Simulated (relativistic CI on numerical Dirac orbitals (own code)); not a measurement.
A reference radial Dirac CI calculation of Sr XXV gave the lowest total energy -2798.44808 Ha in 18 SCF steps, from this input:

```
atom Sr  Z=38  charge=24  electrons=14
nucleus A=88  rms_radius_fm=4.2240
hamiltonian dirac-coulomb  breit=on  qed=on  c_scale=1
orbitals kli  potential=per-configuration
slater_scale 1
correlation none
mixing on
grid step=0.0125 r_max=4.6
scf mixing=0.4 start=green max_iterations=150 tolerance=2e-08 node_fill=0.05
configurations
  [Ne] 3s2 3p2
  [Ne] 3s 3p3
end
```

One setting was then changed (and the iteration limit cut to 97), and the output read:

```
SCF 1: [Ne] 3s2 3p2
 iter      energy (Ha)   residual   last orbital (Ha)
    1     -2779.325278   3.56e+00    -57.21220
    2     -2793.485456   2.05e+00    -50.31382
    3     -2800.449341   5.78e-02    -42.27517
    4     -2800.452890   2.56e-02    -42.29959
    5     -2800.454661   7.53e-04    -42.17826
    6     -2800.454694   2.37e-05    -42.17680
    7     -2800.454695   5.40e-06    -42.17670
    8     -2800.454695   2.93e-08    -42.17668
    9     -2800.454695   1.15e-08    -42.17668
SCF 2: [Ne] 3s 3p3
 iter      energy (Ha)   residual   last orbital (Ha)
    1     -2775.908985   3.59e+00    -57.21220
    2     -2790.503625   2.07e+00    -50.21859
    3     -2797.636675   5.80e-02    -42.09701
    4     -2797.641213   2.87e-02    -42.13319
    5     -2797.643239   6.42e-04    -42.00654
    6     -2797.643261   3.10e-05    -42.00535
    7     -2797.643261   7.14e-06    -42.00515
    8     -2797.643262   2.65e-08    -42.00513
    9     -2797.643262   1.09e-08    -42.00513
orbital energies (Ha): 1s -627.1591  2s -119.7393  2p1/2 -113.0286  2p3/2 -110.4482  3s -45.0855  3p1/2 -42.7646  3p3/2 -42.1767
configuration averages (Ha): Dirac-Coulomb, Breit, QED
  3s2 3p2                      -2800.454695    1.586942    1.158339
  3s 3p3                       -2797.643262    1.591249    1.144926
levels: no., configuration, term, J, E (cm-1), weight
   1 3s2 3p2                3P   0                0.0  0.85
   2 3s2 3p2                3P   1            91558.4  1.00
   3 3s2 3p2                3P   2           123080.7  0.57
   4 3s2 3p2                1D   2           242259.9  0.57
   5 3s2 3p2                1S   0           327684.3  0.85
   6 3s 3p3                 5S*  2           509387.4  0.88
   7 3s 3p3                 3D*  1           674660.6  0.70
   8 3s 3p3                 3D*  2           686332.4  0.70
   9 3s 3p3                 3D*  3           725636.6  1.00
  10 3s 3p3                 3P*  0           784090.6  1.00
  11 3s 3p3                 3P*  1           801784.2  0.70
  12 3s 3p3                 3P*  2           826315.4  0.52
  13 3s 3p3                 3S*  1           911465.6  0.62
  14 3s 3p3                 1D*  2           955567.5  0.82
lowest total energy -2798.447260 Ha
end: converged
```

(1) Which setting was changed?
A. grid step
B. QED terms
C. SCF mixing
D. configuration list

Answers

(1) A. The grid step 0.08. This setting is bad on purpose; its numbers may not be properties of the ion.
